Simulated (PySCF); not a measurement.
PySCF job for H5OSi2, SMILES O([SiH2])[SiH3] (connectivity only; charge and spin as stated), charge +1, multiplicity 1, PBE/pcSseg-1. Coordinates come from a PBE-D3(BJ)/def2-TZVP optimisation. The multiplicity is an assumed one; other spin states were not compared. The isomer is the one that the SMILES or the coordinates give; other isomers of the formula were not compared.

```python
import numpy as np
from pyscf import gto, scf, dft
from pyscf.prop.nmr import rks as nmr

mol = gto.M(
    atom='''
    Si    1.58287316   -0.39715029    0.25728370
    O     0.11631428    0.11975390    0.13335352
    Si   -1.56177189    0.33518642   -0.29738119
    H     2.00256665   -1.59039283   -0.51548761
    H     2.49331269    0.34587101    1.15686024
    H    -1.58758433    1.68605429   -0.90665295
    H    -1.86944101   -0.76501708   -1.24351990
    H    -2.26478584    0.23294770    1.00333675
    ''',
    basis='pcSseg-1',
    charge=1,
    spin=0,
    max_memory=1600,
    verbose=3,
)
mf = dft.RKS(mol, xc='pbe')
mf.grids.level = 3
mf.conv_tol = 1e-10
mf.max_cycle = 100
mf.kernel()
n = nmr.NMR(mf)
n.verbose = 2
n.max_cycle_cphf = 60
sigma = n.kernel()
print('atom   isotropic/ppm   span/ppm')
for i, s in enumerate(sigma):
    w = np.linalg.eigvalsh((s + s.T) / 2)
    print(f'{mol.atom_symbol(i):2s}{i + 1:3d} {w.mean():14.3f} {w[2] - w[0]:11.3f}')
```

Output:

```
converged SCF energy = -656.549388791146
atom   isotropic/ppm   span/ppm
Si  1        210.615     168.351
O   2         98.321     421.895
Si  3        323.268     138.335
H   4         24.200       8.313
H   5         24.258       8.551
H   6         25.211       6.969
H   7         25.202       6.847
H   8         25.211       6.973
```

The run converged.
